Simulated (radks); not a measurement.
The mean radii <r> (bohr) of the occupied orbitals of an atom or ion are listed with their occupations. All-electron calculation, Dirac Kohn-Sham, PBE, spin-unpolarised, spherical densities, point nucleus. Program: a radial shooting solver on a logarithmic mesh with Libxc functionals.

| orbital | occ. | <r> |
|---|---|---|
| 1s1/2 | 2 | 0.03185 |
| 2s1/2 | 2 | 0.1380 |
| 2p1/2 | 2 | 0.1171 |
| 2p3/2 | 4 | 0.1221 |
| 3s1/2 | 2 | 0.3790 |
| 3p1/2 | 2 | 0.3711 |
| 3p3/2 | 4 | 0.3819 |
| 3d3/2 | 4 | 0.3554 |
| 3d5/2 | 6 | 0.3589 |
| 4s1/2 | 2 | 0.9323 |
| 4p1/2 | 2 | 0.9942 |
| 4p3/2 | 4 | 1.021 |
| 4d3/2 | 2.4 | 1.244 |
| 4d5/2 | 3.6 | 1.255 |

Name the element and its charge. Open shells, if any, are shared by 2j + 1.

Answer. Z = 46, palladium, charge +4: Pd4+ in [Kr] 4d6. The 1s radius gives Z: for a bare nucleus <r> = (2 gamma + 1)/(2Z) with gamma = sqrt(1 - (Z/c)^2), 0.03135 bohr for Z = 46, and screening makes it slightly larger (0.03185 here). The occupations add up to 42, and the charge is Z minus that.
